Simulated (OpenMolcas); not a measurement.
## Mn2+ in CsCaBr3

Mn2+ with its 6 nearest bromide ions at 2.777 Å, on the Ca site of CsCaBr3 (a = 5.69 Å, distance in the model lattice 2.845 Å). The rest of the host is ab initio model potentials to 7.6 Å, with orthogonalisation functions on the cations behind the ligands, and point charges beyond; the distance is set by hand and nothing relaxes. Ligand basis ANO-RCC-VDZP.
```
Mn    0.0000    0.0000    0.0000
Br    2.7770    0.0000    0.0000
Br    0.0000    2.7770    0.0000
Br   -2.7770    0.0000    0.0000
Br    0.0000   -2.7770    0.0000
Br    0.0000    0.0000    2.7770
Br    0.0000    0.0000   -2.7770
```

```
Program             : OpenMolcas
Method              : CASSCF
Basis               : ANO-RCC-VDZP [5s4p2d1f]
Scalar Hamiltonian  : DKH2, point nucleus
Active space        : 5 electrons in 5 orbitals (3d)
State averaging     : 2S+1 = 6 even, 1 root; 2S+1 = 4 even, 24 roots; 2S+1 = 2 even, 75 roots
Spin-orbit coupling : state interaction with AMFI integrals over the reference wave functions
```

The lowest spin-free states (labels of O, the rotations of Oh), above the lowest:

```csv
State,Degeneracy,E (cm-1),Free-ion L (%)
6A1,1,0.0,S (100)
4T1,3,29314,G (80)
4T2,3,30694,G (98)
4A1,1,30935,G (100)
4E,2,30950,G (100)
4T1,3,37200,P (80)
4T2,3,37973,D (96)
4E,2,38451,D (100)
2T2,3,41728,I (75)
2A2,1,42776,I (86)
2T1,3,42876,I (89)
2T2,3,43360,I (91)
2E,2,43721,I (97)
2A1,1,43921,I (100)
2T2,3,47463,D (55)
2E,2,48969,D (84)
2T1,3,50348,F (83)
4A2,1,51699,F (100)
2A2,1,51714,F (86)
2T2,3,51773,F (42)
```

The lowest levels with spin-orbit coupling:

| E (cm-1) | Degeneracy | Label | 2S+1 | g |
| --- | --- | --- | --- | --- |
| 0.0 | 6 |  | 6 |  |
| 29279 | 2 | Γ7 | 4 | 2.35 2.35 2.35 |
| 29285 | 4 | Γ8 | 4 |  |
| 29324 | 4 | Γ8 | 4 |  |
| 29357 | 2 | Γ6 | 4 | 2.95 2.95 2.95 |
| 30636 | 2 | Γ7 | 4 | 1.78 1.78 1.78 |
| 30673 | 4 | Γ8 | 4 |  |
| 30722 | 2 | Γ6 | 4 | 3.96 3.96 3.96 |
| 30727 | 4 | Γ8 | 4 |  |
| 30934 | 4 | Γ8 | 4 |  |
| 30947 | 2 | Γ7 | 4 | 2.08 2.08 2.08 |
| 30951 | 4 | Γ8 | 4 |  |
| 30954 | 2 | Γ6 | 4 | 1.63 1.63 1.63 |
| 37004 | 4 | Γ8 | 4 |  |
| 37074 | 2 | Γ7 | 4 | 2.52 2.52 2.52 |
| 37088 | 4 | Γ8 | 4 |  |
| 37164 | 2 | Γ6 | 4 | 2.62 2.62 2.62 |
| 37916 | 2 | Γ6 | 4 | 1.76 1.76 1.76 |
| 38022 | 4 | Γ8 | 4 |  |
| 38121 | 2 | Γ7 | 4 | 4.19 4.19 4.19 |

Powder χT (cm3 K/mol): 4.39 at 2 K, 4.39 at 10 K, 4.39 at 50 K, 4.39 at 100 K, 4.39 at 200 K, 4.39 at 300 K. The effective moment at 300 K is 2.828 √(χT) = 5.92 μB.

The lowest level has 2S+1 = 6, for which the spin-only value is χT = S(S+1) / 2 = 4.375 cm3 K/mol (g = 2). The computed 4.386 at 300 K differs by +0.011, little more than the free-electron g of 2.0023 accounts for.

Metal share of the active 3d orbitals (Löwdin): 96, 96, 99, 99, 99 %; Mulliken charge of the metal 1.11.

A least-squares ligand-field fit to the states below 45000 cm-1, each weighted by its degeneracy and with a free common offset, gives 10Dq = 3503 cm-1, B = 1080 cm-1 and C = 4002 cm-1 (C/B = 3.70), with an rms deviation of 34 cm-1.

The same method and metal basis give the free ion B = 1108 cm-1 (fit to its terms below 60000 cm-1, rms deviation 53 cm-1), so the nephelauxetic ratio is β = 1080 / 1108 = 0.97; it hangs on how both fits weigh the states, and computed free-ion B values tend to be too large, so β mixes covalency with correlation.

Without dynamic correlation the repulsion within the d shell is too large (B by tens of per cent), so at a given field states of lower spin stand too high. Ligand-to-metal charge-transfer states are missing. With no ligand orbital active B as a rule stays too high, so bands that hang on it stand too high and its fall with covalency is understated. With metal d orbitals alone and no dynamic correlation the field as a rule comes out too small, by tens of per cent, by up to half for chloride and softer ligands. No measured value stands beside these numbers; the geometry was set by hand and not optimised.

The RASSCF and RASSI steps took 120 s on 1 thread of Arm Neoverse V2 (shared host); the integral step is not counted.
